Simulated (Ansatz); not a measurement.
CrN2O8. The species carries charge 0 and has multiplicity 1. Correlated methods include outer-core shells of Cr, which these sets cover unevenly. Scalar relativity is left out up to krypton. The bonds changed during the relaxation, so this is another structure than the one it started from.

Z-matrix (Å, degrees):
```
Cr
O 1 1.908
O 1 2.205 2 87.2
N 1 2.484 2 31.6 3 75.0
O 1 1.908 2 141.4 3 34.5
O 1 1.536 2 105.5 3 157.9
O 1 1.536 2 97.0 3 -91.3
N 1 2.484 2 114.7 3 12.5
O 1 2.205 2 61.6 3 74.5
O 4 1.177 1 170.2 2 3.2
O 8 1.177 1 170.2 2 156.7
```

Problem. Give the diagnostics of a CCSD(T)/def2-TZVPP run (frozen core, Ansatz 0.2.0). (Best estimate.)

Solution. Computed: T1 = 0.0310, largest single amplitude 0.106, largest double 0.058, (T) share of the correlation energy 6.5 %, 18 CCSD cycles. The RHF solution is unstable towards an unrestricted one. T1 lies over the customary mark of 0.02 for closed shells; compounds of d metals often pass it without a breakdown.
